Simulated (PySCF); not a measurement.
How methods differ on the ionisation energy of La³⁰⁺

La³⁰⁺ [Ar] 3d9 (2D) → La³¹⁺ [Ar] 3d8 (3F), as a difference of total energies. Calculation: PySCF 2.14, in an even-tempered Gaussian basis (19 s from 4.1 bohr⁻², ratio 2.5; 13 p from 5.4 bohr⁻², ratio 2.5; 8 d from 5.4 bohr⁻², ratio 2.5; 4 f from 26 bohr⁻², ratio 2.7; 3 g from 39 bohr⁻², ratio 2.7); scalar relativity by spin-free X2C-1e. Correlated levels: outer shells: [Ne] frozen; virtual orbitals above 40 to 60 times the deepest correlated orbital energy dropped. The calculations carry no spin-orbit coupling.

```csv
method,ionisation energy (eV)
UHF,1890.5
LDA,1891.8
PBE,1890.6
PBE0,1891.2
r2SCAN,1890.2
revPBE,1890.5
M06,1892.9
MP2 (outer shells),1892.3
SCS-MP2 (outer shells),1892.1
```

Spin-orbit coupling is strong in these open shells (close to jj coupling). The scalar numbers leave it out and a first-order estimate fails, so it can dominate the gap to the real levels.

Breit and QED terms and the two-electron picture change are absent.

For comparison: 1884 ± 4 eV (theoretical estimate listed by NIST; NIST Atomic Spectra Database, ionization energies).
